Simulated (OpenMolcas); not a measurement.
# Lines of F+: computed and rescaled rates

```
Program             : OpenMolcas 26.06
Method              : SS-CASPT2, IPEA 0.25 Eh, imaginary shift 0.1 Eh (closed shells correlated: 1s)
Basis               : ANO-RCC-VTZP [4s3p2d1f]
Scalar Hamiltonian  : DKH2, point nucleus
Active space        : 6 electrons in 4 orbitals (2s 2p)
State averaging     : 2S+1 = 3 even, 3 roots; 2S+1 = 1 even, 6 roots kept (CI in the orbitals of an earlier block); 2S+1 = 3 odd, 3 roots; 2S+1 = 1 odd, 3 roots kept (CI in the orbitals of an earlier block)
Spin-orbit coupling : state interaction with AMFI integrals over the reference wave functions, term energies averaged over their components
```

Rates come from the transition moments of the reference wave functions (E1 and E2 in the length form). At fixed line strength A goes as λ^-3 for E1 and M1 and as λ^-5 for E2, so a rate at the computed wavelength can be rescaled to the measured one. Measured vacuum wavelengths follow from level energies in NIST Handbook of Basic Atomic Spectroscopic Data. Branching counts decays inside the model space alone, at computed energies, and the table is only a selection of the E2 and M1 lines, drawn from those between levels with measured partners whose computed energy lies within a factor of 1.5 of the measured one.

```json
{"Upper": "2s² 2p⁴ ¹S₀", "Lower": "2s² 2p⁴ ¹D₂", "Type": "E2", "λ computed (nm)": "423.2", "λ measured (nm)": "415.9", "A computed (s-1)": "1.85e+00", "A rescaled (s-1)": "2.02e+00", "Branching %": "79.3"}
{"Upper": "2s² 2p⁴ ¹S₀", "Lower": "2s² 2p⁴ ³P₁", "Type": "M1", "λ computed (nm)": "224.7", "λ measured (nm)": "224.3", "A computed (s-1)": "4.82e-01", "A rescaled (s-1)": "", "Branching %": "20.7"}
{"Upper": "2s² 2p⁴ ¹D₂", "Lower": "2s² 2p⁴ ³P₂", "Type": "M1", "λ computed (nm)": "471.8", "λ measured (nm)": "479.1", "A computed (s-1)": "4.43e-02", "A rescaled (s-1)": "", "Branching %": "75.7"}
{"Upper": "2s² 2p⁴ ¹D₂", "Lower": "2s² 2p⁴ ³P₁", "Type": "M1", "λ computed (nm)": "479.1", "λ measured (nm)": "487", "A computed (s-1)": "1.41e-02", "A rescaled (s-1)": "", "Branching %": "24.1"}
{"Upper": "2s² 2p⁴ ³P₁", "Lower": "2s² 2p⁴ ³P₂", "Type": "M1", "λ computed (nm)": "30950", "λ measured (nm)": "29310", "A computed (s-1)": "7.62e-04", "A rescaled (s-1)": "8.97e-04", "Branching %": "100.0"}
{"Upper": "2s² 2p⁴ ³P₀", "Lower": "2s² 2p⁴ ³P₁", "Type": "M1", "λ computed (nm)": "64160", "λ measured (nm)": "67320", "A computed (s-1)": "2.05e-04", "A rescaled (s-1)": "1.77e-04", "Branching %": "100.0"}
```

Spin-changing lines and M1 lines between different terms are not rescaled, since their strength hangs on the term gaps too.

The largest correction is for 2s² 2p⁴ ³P₁ → 2s² 2p⁴ ³P₂ (M1): 7.62e-04 × (30950 / 29310)^3 = 8.97e-04 s-1, a factor of 1.18.

The computed rate and branching of 2s² 2p⁴ ³P₁ → 2s² 2p⁴ ³P₂ give the upper level a radiative lifetime of 1.000 / 7.62e-04 s-1 = 1.31e+03 s, counting decays inside the model space alone. The rescaled rate gives about 1.1e+03 s.

No measured rate stands beside these. Rescaling mends the energy factor alone: line strengths can still be far off where a level mixes with configurations outside the active space, and weak or spin-changing lines hang on small mixing coefficients that depend on the term gaps too, so rescaling need not improve them.

Term energies are means over components that CASPT2 splits; among the terms shown or strongly mixed into the levels shown the widest spread is 69 cm-1 (2s² 2p⁴ ¹D). Terms from blocks run as CI alone lack orbitals of their own. Measured partners are found by configuration, term and J. A level has none where our copy of the source lacks it or the pairing is in doubt (some pairs that miss far off the trend of their configuration count as doubtful). Levels of configurations outside the active space are missing.
